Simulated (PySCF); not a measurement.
## Working out the ionisation energy of Ta⁺

Ta⁺ [Xe] 4f14 5d3 6s1 (5F) → Ta²⁺ [Xe] 4f14 5d3 (4F). All numbers are calculated (PySCF 2.14, a scalar-relativistic core potential, in aug-cc-pVDZ-PP with ECP60MDF (5s5p4d2f, 54 functions)). Frozen: 5s2 5p6. Energies in hartree (1 hartree = 27.21139 eV):

```tsv
part	Ta⁺ (lower)	Ta²⁺ (upper)
UHF	-56.528667	-56.007721
MP2 opposite-spin	0.000000	0.000000
MP2 same-spin	-0.021184	-0.009618
```

Q: What does Hartree-Fock give?

A: (-56.007721) − (-56.528667) = 0.520946 hartree = 14.176 eV.

Q: What do MP2 and SCS-MP2 (6/5 opposite-spin, 1/3 same-spin) give?

A: The opposite-spin parts differ by 0.000 eV and the same-spin parts by 0.315 eV. MP2: 14.176 + (0.000) + (0.315) = 14.491 eV. SCS-MP2: 14.176 + 1.2 × (0.000) + (0.315)/3 = 14.281 eV.

Reference: 16.2 ± 0.5 eV (semi-empirical (NIST evaluation); NIST Atomic Spectra Database, ionization energies), between the lowest levels; spin-orbit coupling is absent from the calculation.

A double-zeta basis recovers only part of the correlation energy.

What remains against the reference includes basis incompleteness, the frozen core and correlation beyond second order.
